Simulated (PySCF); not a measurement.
# Working out the excitation energy of Zr⁺

Zr⁺ [Kr] 4d2 5s1 (4F) → Zr⁺ [Kr] 4d1 5s2 (2D). Calculation: PySCF 2.14, in aug-cc-pVDZ-PP with ECP28MDF (5s5p4d2f, 54 functions); a scalar-relativistic core potential. Frozen: 4s2 4p6. Energies in hartree (1 hartree = 27.21139 eV):

```json
{"part": "UHF", "Zr⁺ (lower)": "-46.110366", "Zr⁺ (upper)": "-46.024747"}
{"part": "CCSD correlation", "Zr⁺ (lower)": "-0.012649", "Zr⁺ (upper)": "-0.057508"}
{"part": "(T)", "Zr⁺ (lower)": "-0.000064", "Zr⁺ (upper)": "-0.010468"}
```

Question: What does Hartree-Fock give?

Answer: (-46.024747) − (-46.110366) = 0.085619 hartree = 2.330 eV.

Question: What do CCSD and CCSD(T) give?

Answer: The CCSD correlation energies differ by -0.044859 hartree = -1.221 eV and the triples by -0.010404 hartree = -0.283 eV, so CCSD gives 1.109 eV and CCSD(T) 0.826 eV.

A double-zeta basis recovers only part of the correlation energy.

The coupled-cluster amplitudes are large, so a single reference is strained.
